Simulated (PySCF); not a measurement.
## Excitation energy of Fe+ by level of theory

Fe+ [Ar] 3d6 4s1 (6D) → Fe+ [Ar] 3d5 4s2 (6S), as a difference of total energies. Computed with PySCF 2.14 in x2c-TZVPPall, with the spin-free X2C one-electron Hamiltonian (Gaussian nucleus). Correlated levels: valence: [Ar] frozen. The calculations carry no spin-orbit coupling.

```json
{"method": "UHF", "excitation energy (cm⁻¹)": "17269", "error (cm⁻¹)": "-5632"}
{"method": "MP2 (valence)", "excitation energy (cm⁻¹)": "22360", "error (cm⁻¹)": "-541"}
{"method": "SCS-MP2 (valence)", "excitation energy (cm⁻¹)": "22209", "error (cm⁻¹)": "-692"}
{"method": "CCSD (valence)", "excitation energy (cm⁻¹)": "20232", "error (cm⁻¹)": "-2670"}
{"method": "CCSD(T) (valence)", "excitation energy (cm⁻¹)": "20274", "error (cm⁻¹)": "-2628"}
```

Reference: 22901 cm⁻¹ (measured; NIST levels, between the centres of gravity of the two terms).

Errors of the correlated levels include the incompleteness of this basis and the frozen core.
